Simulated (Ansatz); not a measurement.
Steps of a relaxation of `C[SiH](C)[S]` radical with UKS PBE0-D4/def2-TZVP.

```sh
$ ansatz run in.yaml --threads 4 --pin off --events-out ev --progress --plain --max-ram 10444MiB
```

```yaml
crystal:
  periodic: [false, false, false]
  atoms:
    - {symbol: C, position_ang: [-0.959054, 1.275912, -0.162650]}
    - {symbol: Si, position_ang: [-0.444013, -0.541207, -0.151642]}
    - {symbol: C, position_ang: [1.352388, -0.732982, 0.442271]}
    - {symbol: S, position_ang: [-0.463424, -1.411238, -2.114085]}
    - {symbol: H, position_ang: [-0.286590, 1.867261, -0.815883]}
    - {symbol: H, position_ang: [-0.918064, 1.695643, 0.864400]}
    - {symbol: H, position_ang: [-1.995155, 1.392586, -0.539103]}
    - {symbol: H, position_ang: [-1.351342, -1.314315, 0.774869]}
    - {symbol: H, position_ang: [2.048967, -0.182694, -0.220426]}
    - {symbol: H, position_ang: [1.426397, -0.308631, 1.465555]}
    - {symbol: H, position_ang: [1.655289, -1.797335, 0.477093]}
basis:
  gaussian: {orbitals: def2-TZVP}
magnetization: {spin_polarized: true, initial_magnetization: 1}
hamiltonian: {xc: pbe0, dispersion: d4}
relax: {f_tol: 0.005, max_steps: 150}
```

Positions (Å) and forces (eV/Å) along the path, 6 of 6 steps:

```xyz
11
step=1 energy=-20893.2756 eV
C    -0.959    1.276   -0.163   -0.089    0.121   -0.052
Si   -0.444   -0.541   -0.152    0.212    0.106    0.217
C     1.352   -0.733    0.442    0.049   -0.005    0.016
S    -0.463   -1.411   -2.114   -0.029    0.109    0.241
H    -0.287    1.867   -0.816   -0.316   -0.281    0.315
H    -0.918    1.696    0.864   -0.012   -0.215   -0.486
H    -1.995    1.393   -0.539    0.493   -0.047    0.180
H    -1.351   -1.314    0.775    0.170    0.166   -0.258
H     2.049   -0.183   -0.220   -0.324   -0.263    0.324
H     1.426   -0.309    1.466   -0.013   -0.208   -0.486
H     1.655   -1.797    0.477   -0.142    0.517   -0.011
11
step=2 energy=-20893.3159 eV
C    -0.958    1.269   -0.165    0.010   -0.021    0.023
Si   -0.433   -0.531   -0.138    0.098    0.091    0.051
C     1.351   -0.730    0.443   -0.081    0.019    0.011
S    -0.471   -1.394   -2.089   -0.003   -0.006   -0.002
H    -0.291    1.856   -0.808   -0.086   -0.078    0.089
H    -0.923    1.686    0.851   -0.008   -0.038   -0.132
H    -1.982    1.380   -0.542    0.145   -0.033    0.052
H    -1.350   -1.304    0.754    0.057    0.051   -0.039
H     2.041   -0.189   -0.215   -0.094   -0.069    0.086
H     1.436   -0.315    1.456    0.006   -0.057   -0.135
H     1.646   -1.784    0.473   -0.044    0.140   -0.004
11
step=3 energy=-20893.3202 eV
C    -0.951    1.262   -0.160    0.006   -0.027   -0.012
Si   -0.429   -0.529   -0.144    0.022    0.038    0.057
C     1.341   -0.724    0.442   -0.027   -0.009   -0.021
S    -0.470   -1.396   -2.093   -0.005   -0.004   -0.005
H    -0.289    1.849   -0.800    0.007    0.020   -0.012
H    -0.918    1.678    0.851    0.001   -0.003    0.010
H    -1.970    1.369   -0.536   -0.024    0.012   -0.011
H    -1.340   -1.294    0.752   -0.019   -0.022   -0.008
H     2.029   -0.189   -0.215    0.026    0.008   -0.009
H     1.430   -0.307    1.448   -0.004    0.007    0.009
H     1.633   -1.774    0.476    0.016   -0.019    0.001
11
step=4 energy=-20893.3205 eV
C    -0.952    1.264   -0.161    0.004   -0.011    0.004
Si   -0.428   -0.527   -0.140    0.007    0.007    0.004
C     1.343   -0.726    0.441   -0.014    0.000   -0.003
S    -0.472   -1.395   -2.088   -0.003   -0.008   -0.013
H    -0.289    1.852   -0.800    0.001    0.003   -0.001
H    -0.922    1.679    0.850   -0.002    0.006    0.004
H    -1.971    1.369   -0.540   -0.004    0.000   -0.002
H    -1.342   -1.297    0.750   -0.003   -0.001    0.001
H     2.032   -0.191   -0.216    0.005    0.002   -0.001
H     1.433   -0.308    1.448    0.005    0.003    0.006
H     1.635   -1.776    0.475    0.002   -0.003    0.000
11
step=5 energy=-20893.3205 eV
C    -0.952    1.264   -0.161    0.002   -0.003    0.003
Si   -0.428   -0.527   -0.140    0.004    0.002    0.000
C     1.343   -0.725    0.441   -0.006    0.001    0.000
S    -0.474   -1.396   -2.089   -0.002   -0.003   -0.003
H    -0.288    1.853   -0.798   -0.001    0.001    0.000
H    -0.924    1.679    0.851   -0.001    0.002    0.000
H    -1.970    1.369   -0.541    0.000   -0.001   -0.001
H    -1.342   -1.297    0.749   -0.001   -0.001   -0.001
H     2.033   -0.192   -0.216    0.001    0.000    0.001
H     1.434   -0.307    1.448    0.003    0.001    0.000
H     1.634   -1.776    0.476    0.000    0.000    0.000
11
step=6 energy=-20893.3205 eV
C    -0.952    1.264   -0.160    0.000    0.002    0.002
Si   -0.427   -0.527   -0.140    0.000   -0.001   -0.003
C     1.343   -0.725    0.441    0.002    0.000    0.002
S    -0.476   -1.398   -2.089    0.000    0.001    0.003
H    -0.287    1.854   -0.795    0.000    0.000    0.000
H    -0.927    1.679    0.852    0.000    0.000   -0.001
H    -1.969    1.369   -0.543    0.001   -0.001    0.000
H    -1.342   -1.298    0.748    0.000   -0.001   -0.001
H     2.034   -0.194   -0.217   -0.001    0.000    0.000
H     1.435   -0.305    1.447    0.000    0.000   -0.002
H     1.634   -1.776    0.478   -0.001    0.001    0.000
```

Run time 48 s (4 threads of an Arm Neoverse V2 on a shared host); peak host memory 0.75 GiB.
